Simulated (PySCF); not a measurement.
## Potential energy of BiH along the bond

Set-up: Bi cc-pVTZ-PP with ECP60, H cc-pVTZ; scalar-relativistic core potentials (PySCF 2.14). Energies in eV from Bi + H in their ground configurations at the same level. State: ³Σ⁻ (triplet), unpaired electrons π ↑↑.

| R (Å) | r²SCAN | UHF-CCSD |
| --- | --- | --- |
| 1.549 | -1.865 |  |
| 1.621 | -2.159 | -2.084 |
| 1.693 | -2.328 | -2.242 |
| 1.747 | -2.391 | -2.299 |
| 1.801 | -2.410 | -2.312 |
| 1.855 | -2.395 | -2.291 |
| 1.927 | -2.332 | -2.220 |
| 2.017 | -2.204 | -2.082 |
| 2.125 | -2.000 | -1.868 |
| 2.269 | -1.687 |  |

Problem. Put a parabola through the three lowest points of the r²SCAN curve and estimate Re, k and ωe (reduced mass 1.003 u; 1 eV/Å² = 0.16022 mdyn/Å; ωe = 1302.8·√(k/μ) cm⁻¹).

Solution. Through R = 1.747, 1.801, 1.855 Å the second-order coefficient is 5.83 eV/Å², so Re ≈ 1.804 Å, k ≈ 1.87 mdyn/Å and ωe ≈ 1778 cm⁻¹. A polynomial fit of higher order to the unrounded r²SCAN energies gives Re = 1.803 Å, k = 1.90 mdyn/Å, ωe = 1792 cm⁻¹; anharmonicity and rounding make the difference.

The higher-order fit for each curve: r²SCAN: Re = 1.803 Å, ωe = 1792 cm⁻¹, De = 2.41 eV; UHF-CCSD: Re = 1.793 Å, ωe = 1819 cm⁻¹, De = 2.31 eV.

Correlated steps freeze 4 core orbitals. Spin–orbit coupling is left out, which matters for elements this heavy, above all for dissociation energies. The state is the lowest determinant that a PBE0 search found; another state may lie lower at other levels.
